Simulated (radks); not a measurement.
Results of a calculation; reference values are marked as such.
Problem. Cu5+, configuration [Ar] 3d6. Level of theory: non-relativistic Kohn-Sham, PBE, spin-polarised, spherical densities, point nucleus; open shells are filled with parallel spins first (a radial shooting solver on a logarithmic mesh with Libxc functionals). Some entries of the table are withheld. Estimate them.

orbital  occ.  eigenvalue (eV)  r(max) (bohr)  <r> (bohr)
1s down     1        -8844.912        0.03489     0.05291
1s up       1        -8844.908        0.03489     0.05291
2s up       1        -1142.016         0.1999      0.2388
2s down     1        -1138.857         0.1997      0.2384
2p up       3        -1013.196         0.1597      0.2080
2p down     3        -1010.868         0.1595      0.2076
3s up       1        -207.7128         0.6144      0.6992
3s down     1        -202.0379         0.6158      0.7027
3p up       3        -167.0888         0.6119      0.7155
3p down     3        -161.4657         0.6139      0.7207
3d up       5         -98.1573         0.5620      0.7551
3d down     1         -92.5234         0.5681      0.7709
4s up       0         -63.0849          1.641       1.783
4s down     0         -61.2783          1.660       1.807
4p up       0              (1)          1.786       1.947
4p down     0              (2)          1.808       1.978

Solution. 
(1) 4p up eigenvalue (eV): -52.5131
(2) 4p down eigenvalue (eV): -50.8940
